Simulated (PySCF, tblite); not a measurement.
Isomers of C7H15OP. All values are computed: GFN2-xTB (tblite) harmonic vibrations without scaling, gas phase. Errors from tens to a few hundred cm⁻¹ against measured bands are possible. Modes of hydrogen on phosphorus can be 10 to 20 % off. One conformer each.

Electronic energies: PBE0/pcSseg-1 single points on the GFN2-xTB geometries (PySCF, gas phase).

| SMILES | electronic energy, lowest = 0 (kJ/mol) |
| --- | --- |
| CC[C@@H]1CC[P@](C)(=O)C1 | 0.0 |
| COCCP(C)C1CC1 | 232.9 |
| CC(=O)CPCC(C)C | 114.6 |
| C/C=C\[P@@H](=O)CCCC | 138.0 |
| CCCCP(C)C(C)=O | 110.1 |

**Question.** How do GFN2-xTB zero-point energies change the relative energies?

**Answer.** 
```json
{"SMILES": "CC[C@@H]1CC[P@](C)(=O)C1", "ZPE (kJ/mol)": "545.6", "of it from modes above 1550 cm⁻¹": "268.7", "electronic (kJ/mol)": "0.0", "with ZPE, lowest = 0 (kJ/mol)": "0.0", "lowest mode (cm⁻¹)": "46", "rings": "1"}
{"SMILES": "CCCCP(C)C(C)=O", "ZPE (kJ/mol)": "536.9", "of it from modes above 1550 cm⁻¹": "279.4", "electronic (kJ/mol)": "110.1", "with ZPE, lowest = 0 (kJ/mol)": "101.4", "lowest mode (cm⁻¹)": "33", "rings": "0"}
{"SMILES": "CC(=O)CPCC(C)C", "ZPE (kJ/mol)": "534.3", "of it from modes above 1550 cm⁻¹": "275.4", "electronic (kJ/mol)": "114.6", "with ZPE, lowest = 0 (kJ/mol)": "103.3", "lowest mode (cm⁻¹)": "43", "rings": "0"}
{"SMILES": "C/C=C\\[P@@H](=O)CCCC", "ZPE (kJ/mol)": "536.8", "of it from modes above 1550 cm⁻¹": "275.0", "electronic (kJ/mol)": "138.0", "with ZPE, lowest = 0 (kJ/mol)": "129.2", "lowest mode (cm⁻¹)": "44", "rings": "0"}
{"SMILES": "COCCP(C)C1CC1", "ZPE (kJ/mol)": "535.9", "of it from modes above 1550 cm⁻¹": "267.7", "electronic (kJ/mol)": "232.9", "with ZPE, lowest = 0 (kJ/mol)": "223.1", "lowest mode (cm⁻¹)": "45", "rings": "1"}
```

The zero-point energies span 11.3 kJ/mol, from `CC(=O)CPCC(C)C` to `CC[C@@H]1CC[P@](C)(=O)C1`. The order is unchanged.

**Question.** And how do the electronic energies of GFN2-xTB itself compare?

**Answer.** `CC[C@@H]1CC[P@](C)(=O)C1` 0.0; `CCCCP(C)C(C)=O` 228.4; `CC(=O)CPCC(C)C` 212.7; `C/C=C\[P@@H](=O)CCCC` 117.1; `COCCP(C)C1CC1` 295.0 kJ/mol, lowest = 0. Against the energies above, taken from the same isomer `CC[C@@H]1CC[P@](C)(=O)C1`, the largest difference is 118.3 kJ/mol.

**Question.** What do entropy and thermal enthalpy add at 298.15 K and 1 bar (rigid rotor, harmonic oscillator, one conformer each)?

**Answer.** 
```json
{"SMILES": "CC[C@@H]1CC[P@](C)(=O)C1", "point group": "C1", "symmetry number": "1", "S (J/(mol K))": "426.4", "H − H(0) (kJ/mol)": "31.26", "ZPE + H − H(0) − TS (kJ/mol)": "449.7"}
{"SMILES": "CCCCP(C)C(C)=O", "point group": "C1", "symmetry number": "1", "S (J/(mol K))": "478.2", "H − H(0) (kJ/mol)": "36.45", "ZPE + H − H(0) − TS (kJ/mol)": "430.7"}
{"SMILES": "CC(=O)CPCC(C)C", "point group": "C1", "symmetry number": "1", "S (J/(mol K))": "464.7", "H − H(0) (kJ/mol)": "34.92", "ZPE + H − H(0) − TS (kJ/mol)": "430.7"}
{"SMILES": "C/C=C\\[P@@H](=O)CCCC", "point group": "C1", "symmetry number": "1", "S (J/(mol K))": "454.7", "H − H(0) (kJ/mol)": "34.00", "ZPE + H − H(0) − TS (kJ/mol)": "435.2"}
{"SMILES": "COCCP(C)C1CC1", "point group": "C1", "symmetry number": "1", "S (J/(mol K))": "462.4", "H − H(0) (kJ/mol)": "34.59", "ZPE + H − H(0) − TS (kJ/mol)": "432.6"}
```
